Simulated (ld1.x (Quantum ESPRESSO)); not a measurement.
**PBE PAW dataset for oxygen (O), scalar-relativistic all-electron reference.**

- Element: O
- Generator: ld1.x (Quantum ESPRESSO) 7.5
- Type: PAW
- Functional: PBE
- Relativity: scalar-relativistic
- Frozen core: [He]
- Valence charge: 6
- Reference configuration: 2s2 2p2 (charge +2)
- Partial waves: 2s (bound): rcut 0.55, rcutus 0.60 bohr; 2s channel at -1.65 Ry: rcut 0.55, rcutus 0.60 bohr; 2p (bound): rcut 1.50, rcutus 1.70 bohr; 2p channel at 0.4 Ry: rcut 1.50, rcutus 1.70 bohr; 3d channel at 0.35 Ry: rcut 1.25, rcutus 1.40 bohr; 3d channel at 1.35 Ry: rcut 1.25, rcutus 1.40 bohr
- Local potential: all-electron potential smoothed inside 0.75 bohr (lloc = -2)
- Core correction: Bessel-smoothed model core, default radius (core density twice the valence density)
- Augmentation charge: PSQ, inside the norm-conserving radii

All-electron outer shells of the reference configuration (PBE, scalar-relativistic, ld1.x):

| shell | level (eV) | outermost node (bohr) | outermost maximum (bohr) |
| --- | --- | --- | --- |
| 2s | -58.35 | 0.27 | 0.84 |
| 2p | -43.24 | – | 0.75 |

(1) Does the potential have ghost states?

(2) Is the overlap operator S = 1 + Σ q|β⟩⟨β| positive definite (Bessel basis up to 400 Ry)?

## Answers

(1) Ghost state, extra bound levels that the all-electron valence spectrum of the same l lacks: s at -404.5 eV (p not tested). A true bound ghost makes a file unfit for plane-wave use.

(2) No: its lowest eigenvalue is -0.346, in the p channel, so the generalised eigenproblem breaks down once the basis is large enough.

Its largest configuration-test error is +495 meV (2s0 2p6). 4 of 7 tests not solved or not reliable (1 of them converged, to errors over 20 eV). Not counted: 2s2 2p4.3 (solver errors, printed error -372 eV); 2s2 2p4 (solver errors, printed error -348 eV); 2s2 2p1 (solver errors, printed error -100 eV); 1 more.

Its overlap operator is not positive definite in a basis up to 400 Ry (lowest eigenvalue p -0.35), so the file is unfit for use: the generalised eigenproblem breaks down once the basis is large enough, and its test numbers describe a broken file.
